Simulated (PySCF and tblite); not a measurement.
Values are calculated unless marked as measured or tabulated.
C5H10OS, numbered as in [O:1]=[S:2]1[CH2:3][CH2:4][CH2:5][CH2:6][CH2:7]1: conformational analysis

Conformers came from 90 starts (ETKDG and KDG, MMFF94s, GFN2-xTB); geometries are PBE0-D3(BJ)/def2-SVP. Energies: PBE0-D3(BJ)/def2-TZVP, with GFN2-xTB thermal terms (modes under about 100 cm⁻¹ blended into free rotors). Symmetry numbers and mirror images are counted. Conformers within 4 kcal/mol (GFN2-xTB free energy) were kept, 5 at most. GIAO shieldings: PBE0/pcSseg-1. Shifts are against TMS (¹H), TMS (¹³C) at the same level; of two unlike H on one atom, a is the less shielded. Run with PySCF (density fitting) and tblite.

The 6-ring runs over atoms 2–3–4–5–6–7. Of a mirror pair one member is shown.

| conformer | shape | symmetry | E(GFN2) kcal/mol | E(DFT) kcal/mol | G(298.15 K) kcal/mol | weight % | dipole D |
| --- | --- | --- | --- | --- | --- | --- | --- |
| 1 | 6-ring chair (O1 axial) | Cs | 0.00 | 0.00 | 0.00 | 72.2 | 3.84 |
| 2 | 6-ring chair (all substituents equatorial) | Cs | 0.91 | 0.76 | 0.57 | 27.8 | 4.62 |
| 3 | 6-ring twist-boat (ring torsions -68, 37, 34, -74, 38, 26°) | C1 (pair) | 3.95 | 5.22 | 4.64 | 0.0 | 4.25 |

Weights (%) against temperature:

| T (K) | 1 | 2 | 3 | S(mix) cal/mol/K |
| --- | --- | --- | --- | --- |
| 180 | 85.2 | 14.8 | 0.0 | 0.83 |
| 230 | 78.9 | 21.1 | 0.0 | 1.02 |
| 298.15 | 72.2 | 27.8 | 0.0 | 1.18 |
| 330 | 69.7 | 30.2 | 0.1 | 1.23 |
| 400 | 65.4 | 34.4 | 0.2 | 1.31 |

Averaged shifts at 298.15 K. ¹H: 2.46 (H4a/H6a, 2H), 2.37 (H3a/H7a, 2H), 2.12 (H3b/H7b, 2H), 1.46 (H5a, 1H), 1.34 (H4b/H6b, 2H), 1.20 (H5b, 1H) ppm. ¹³C: 52.7 (C3/C7), 27.3 (C5), 18.3 (C4/C6) ppm.

Coordinates of conformer 1 (Å):

```xyz
17

O     0.935    2.178   -0.566
S     0.942    1.459    0.759
C    -0.794    0.946    1.054
C    -1.374    0.284   -0.183
C    -0.663   -1.017   -0.547
C     0.831   -0.824   -0.793
C     1.554   -0.233    0.403
H    -1.321    1.878    1.309
H    -0.796    0.292    1.942
H    -2.449    0.103   -0.025
H    -1.284    1.002   -1.015
H    -1.129   -1.449   -1.446
H    -0.809   -1.755    0.263
H     1.304   -1.782   -1.063
H     0.982   -0.137   -1.643
H     1.432   -0.826    1.326
H     2.631   -0.106    0.215
```

Coordinates of conformer 2 (Å):

```xyz
17

O     1.028    2.876    0.388
S     0.595    1.525    0.879
C    -1.013    1.167    0.087
C    -1.429   -0.286    0.259
C    -0.469   -1.259   -0.420
C     0.964   -1.119    0.083
C     1.517    0.286   -0.100
H    -0.887    1.461   -0.969
H    -1.720    1.870    0.553
H    -1.492   -0.518    1.336
H    -2.448   -0.415   -0.141
H    -0.489   -1.086   -1.510
H    -0.818   -2.292   -0.263
H     1.010   -1.389    1.153
H     1.622   -1.832   -0.440
H     2.560    0.380    0.237
H     1.462    0.642   -1.142
```

Shifts are unscaled: against experiment ¹³C can be off by 15 ppm or more and ¹H by 0.8 ppm.

Search and properties took 2.6 min on 1 thread of Arm Neoverse V1, shared host (rough), launched as `OMP_NUM_THREADS=1 python ens_run.py task.json out`.
